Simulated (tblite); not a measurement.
Compound: C₃H₇AlN₂O.
Atom-mapped SMILES: `[NH2:1][C:2](=[O:3])[CH2:4][C:5]#[N+:6][AlH3-:7]` (hydrogens: H8, H9 on N1; H10, H11 on C4; H12, H13, H14 on Al7)
Bond orders are those of one Lewis drawing.

Computed with GFN2-xTB (tblite), gas phase: L-BFGS steps from a force-field or distance-geometry start until the largest atomic force falls under 0.01 eV/Å.

Geometry at step 136:
```
atom  x, y, z in Å
N1     -1.6842    0.3010    0.3457
C2     -1.7503   -0.8572   -0.3173
O3     -2.7611   -1.4203   -0.6453
C4     -0.3638   -1.5006   -0.6621
C5      0.6640   -0.5403   -0.7794
N6      1.4587    0.2927   -0.8256
Al7     2.0921    1.5178    0.6011
H8     -0.8253    0.7529    0.6387
H9     -2.5495    0.7494    0.6003
H10    -0.5021   -2.0714   -1.5815
H11    -0.1026   -2.1961    0.1410
H12     2.4341    0.4551    1.7149
H13     0.6640    2.1921    0.8268
H14     3.2251    2.3244   -0.0894
```

**Question.** What forces act on the atoms?

**Answer.** 
```
atom  Fx (eV/Å)  Fy (eV/Å)  Fz (eV/Å)
  N1      0.064     -0.062      0.080
  C2     -0.030     -0.008     -0.008
  O3      0.071      0.078      0.033
  C4     -0.047      0.035     -0.009
  C5      0.085      0.039     -0.008
  N6     -0.105     -0.131      0.026
 Al7      0.021      0.090      0.029
  H8      0.002     -0.016     -0.078
  H9     -0.066      0.000      0.001
 H10      0.043     -0.029     -0.065
 H11     -0.052     -0.011      0.033
 H12      0.008      0.000     -0.056
 H13     -0.007      0.011     -0.015
 H14      0.013      0.005      0.035
```

The largest, 0.17 eV/Å, acts on N6; the rms over all components is 0.050 eV/Å. The forces sum to zero within rounding, as they must for an isolated molecule in no field.

**Question.** Give the force on N6 in Eh/bohr and in nN.

**Answer.** 0.170 eV/Å ÷ 51.422 = 0.00330 Eh/bohr, and 0.170 eV/Å × 1.602 = 0.27 nN.

**Question.** How far is this geometry from the end of the optimisation?

**Answer.** 0.022 eV above it, and 0.165 Å rms away after alignment. The bonds farthest from their final lengths, with half the difference of the two atoms' forces along the bond (positive lengthens):

```csv
bond,now (Å),final (Å),force along bond (eV/Å)
Al7–H12,1.577,1.569,0.00
N6–Al7,1.984,1.989,+0.09
C4–H10,1.091,1.093,+0.03
Al7–H13,1.595,1.597,-0.01
```

The angle farthest from its final value is C5–N6–Al7, 129.6° against 136.9°.

What follows is the cost of the whole relaxation. Hardware: one thread, Arm Neoverse N1 (aarch64), no GPU, shared host with 64 logical CPUs at a one-minute load of 59. Cost: 1.8 s wall.
